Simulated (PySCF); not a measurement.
Job for PySCF: R-MP2/6-31G* on CHN (SMILES C#N) with ghost functions.

```python
from pyscf import gto, scf, dft, mp
from pyscf.data.elements import chemcore

mol = gto.M(
    atom='''
    C     0.60170557    0.43741125    3.08901584
    N    -0.36523691   -0.17752207    3.11510102
    H     1.50155223    1.00943705    3.05390375
    ghost-O   -1.16938969   -0.74682711   -0.35087163
    ghost-C   -0.20303124   -0.12951649   -0.19348631
    ghost-O    0.76828343    0.49074969   -0.04811055
    ''',
    basis='6-31g*',
    cart=True,
    charge=0, spin=0, verbose=3, max_memory=1800)
mf = scf.RHF(mol)
mf.conv_tol = 1e-8
mf.max_cycle = 100
mf.kernel()
if not mf.converged:
    mf = mf.newton().run(mf.mo_coeff, mf.mo_occ)
pt = mp.MP2(mf, frozen=chemcore(mol)).run()
```

Program output:

```
converged SCF energy = -92.8751379672404
E(RMP2) = -93.1576593293515  E_corr = -0.282521362111083
E(SCS-RMP2) = -93.1512741390734  E_corr = -0.276136171832978
```

The run converged.

Cost: very roughly 0.4 core-seconds.
